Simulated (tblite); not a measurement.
Compound: C₆H₁₀BF₃.
SMILES with atom numbers: `[CH3:1][C@@H:2]1[BH:3][C@@H:4]([C:5]([F:6])([F:7])[F:8])[CH2:9][CH2:10]1` (hydrogens: H11, H12, H13 on C1; H14 on C2; H15 on B3; H16 on C4; H17, H18 on C9; H19, H20 on C10)

Computed with GFN2-xTB (tblite), gas phase: L-BFGS steps from a force-field or distance-geometry start until the largest atomic force falls under 0.01 eV/Å.

Step 8: E = -908.6134 eV
```
atom  x, y, z in Å  |  force x, y, z in eV/Å
C1      2.5102    0.5073    0.7487   -0.031   0.003  -0.021
C2      1.2076    0.4603   -0.0602   -0.006   0.050  -0.035
B3     -0.1046    0.9622    0.6468    0.051  -0.136   0.125
C4     -1.1752   -0.2108    0.5208    0.045   0.061  -0.064
C5     -2.5492    0.3518    0.2452    0.098  -0.063   0.008
F6     -2.5337    1.1970   -0.8045   -0.177  -0.059   0.018
F7     -3.4773   -0.5826   -0.0315   -0.010   0.060  -0.021
F8     -3.0211    1.0537    1.2926   -0.066  -0.047  -0.095
C9     -0.6380   -1.0751   -0.6440   -0.018   0.066   0.043
C10     0.8918   -0.9560   -0.5911   -0.068   0.062   0.040
H11     2.7023    1.5182    1.0992    0.016  -0.008  -0.016
H12     2.4309   -0.1450    1.6161    0.021   0.013  -0.013
H13     3.3568    0.1783    0.1476   -0.050   0.016   0.006
H14     1.3353    1.1381   -0.9149    0.077  -0.048  -0.074
H15    -0.3232    2.0390    1.0389    0.057  -0.103   0.102
H16    -1.2656   -0.8263    1.4237    0.072   0.132  -0.010
H17    -1.0155   -0.6583   -1.5789    0.049  -0.006  -0.050
H18    -0.9674   -2.1116   -0.5775   -0.023   0.017  -0.002
H19     1.2999   -1.7001    0.0951   -0.041   0.022   0.020
H20     1.3309   -1.1294   -1.5736    0.004  -0.034   0.039
```

Step 9: E = -908.6190 eV
```
atom  x, y, z in Å  |  force x, y, z in eV/Å
C1      2.5108    0.5076    0.7495   -0.065   0.002  -0.067
C2      1.2083    0.4635   -0.0621   -0.034   0.008  -0.060
B3     -0.1056    0.9655    0.6498    0.103  -0.167   0.042
C4     -1.1785   -0.2057    0.5175    0.142   0.009  -0.099
C5     -2.5536    0.3501    0.2424    0.138  -0.071   0.031
F6     -2.5392    1.1937   -0.8069   -0.196  -0.022  -0.014
F7     -3.4803   -0.5852   -0.0318   -0.024   0.033  -0.033
F8     -3.0230    1.0488    1.2913   -0.106   0.004  -0.061
C9     -0.6409   -1.0750   -0.6446    0.051   0.086   0.053
C10     0.8910   -0.9575   -0.5893   -0.080   0.111   0.048
H11     2.7043    1.5180    1.0976    0.018   0.023   0.006
H12     2.4342   -0.1449    1.6164    0.002   0.011  -0.008
H13     3.3553    0.1793    0.1465   -0.025   0.002  -0.004
H14     1.3441    1.1361   -0.9234    0.037  -0.091   0.023
H15    -0.3193    2.0373    1.0563    0.052  -0.092   0.097
H16    -1.2601   -0.8168    1.4225    0.043   0.097   0.027
H17    -1.0153   -0.6571   -1.5802    0.052  -0.012  -0.055
H18    -0.9699   -2.1123   -0.5804   -0.028   0.044   0.015
H19     1.3009   -1.7011    0.0978   -0.072   0.050   0.016
H20     1.3320   -1.1337   -1.5707   -0.009  -0.026   0.042
```

Step 10: E = -908.6261 eV
```
atom  x, y, z in Å  |  force x, y, z in eV/Å
C1      2.5104    0.5083    0.7495   -0.070   0.006  -0.091
C2      1.2087    0.4675   -0.0654   -0.040  -0.048  -0.065
B3     -0.1049    0.9676    0.6546    0.141  -0.132  -0.053
C4     -1.1804   -0.1990    0.5120    0.188  -0.042  -0.094
C5     -2.5575    0.3469    0.2391    0.107  -0.041   0.034
F6     -2.5503    1.1888   -0.8100   -0.180   0.023  -0.053
F7     -3.4843   -0.5879   -0.0327   -0.015  -0.029  -0.038
F8     -3.0274    1.0423    1.2882   -0.124   0.056  -0.006
C9     -0.6440   -1.0736   -0.6451    0.113   0.076   0.023
C10     0.8889   -0.9578   -0.5863   -0.055   0.116   0.033
H11     2.7072    1.5179    1.0955    0.011   0.048   0.024
H12     2.4385   -0.1445    1.6165   -0.027   0.013  -0.011
H13     3.3528    0.1807    0.1449    0.006  -0.017  -0.021
H14     1.3565    1.1318   -0.9343   -0.018  -0.114   0.116
H15    -0.3130    2.0326    1.0812    0.052  -0.094   0.088
H16    -1.2520   -0.8022    1.4213    0.014   0.041   0.068
H17    -1.0139   -0.6558   -1.5828    0.052  -0.014  -0.052
H18    -0.9737   -2.1118   -0.5838   -0.027   0.079   0.037
H19     1.3004   -1.7012    0.1016   -0.105   0.081   0.022
H20     1.3330   -1.1399   -1.5657   -0.025  -0.011   0.039
```

Task: Estimate the geometry and energy of step 11. (The exact step hangs on the optimiser's Hessian estimate; all steps are aligned on step 10, rigid shifts and turns removed.)

Result: E = -908.6332 eV, largest force 0.195 eV/Å
```
atom  x, y, z in Å  |  force x, y, z in eV/Å
C1      2.5090    0.5092    0.7482   -0.032   0.013  -0.076
C2      1.2087    0.4708   -0.0696   -0.015  -0.087  -0.035
B3     -0.1018    0.9680    0.6590    0.135  -0.049  -0.116
C4     -1.1794   -0.1927    0.5054    0.139  -0.054  -0.045
C5     -2.5600    0.3431    0.2360    0.019   0.015   0.014
F6     -2.5655    1.1837   -0.8137   -0.128   0.052  -0.072
F7     -3.4882   -0.5908   -0.0343    0.024  -0.095  -0.026
F8     -3.0341    1.0362    1.2843   -0.100   0.080   0.036
C9     -0.6455   -1.0712   -0.6459    0.125   0.044  -0.029
C10     0.8862   -0.9566   -0.5831   -0.002   0.067  -0.002
H11     2.7104    1.5183    1.0937   -0.006   0.050   0.024
H12     2.4423   -0.1436    1.6160   -0.057   0.019  -0.023
H13     3.3502    0.1818    0.1430    0.029  -0.030  -0.037
H14     1.3689    1.1254   -0.9437   -0.068  -0.096   0.156
H15    -0.3051    2.0252    1.1086    0.059  -0.106   0.074
H16    -1.2432   -0.7860    1.4211   -0.005  -0.011   0.084
H17    -1.0113   -0.6548   -1.5862    0.050  -0.010  -0.043
H18    -0.9780   -2.1095   -0.5866   -0.017   0.100   0.053
H19     1.2978   -1.6994    0.1059   -0.122   0.094   0.044
H20     1.3334   -1.1465   -1.5595   -0.028   0.004   0.020
```

The energy changes by -0.0070 eV. The first-order estimate −F·Δx gives -0.0097 eV and the mean of the old and new forces, exact on a quadratic surface, -0.0070 eV. The step makes an angle of 69° with the force vector and moves no atom by more than 0.029 Å.

The cost below is that of the whole relaxation. On one thread of an Arm Neoverse V2, shared host with 32 logical CPUs at a one-minute load of 5.7, this took 0.5 s of wall time.
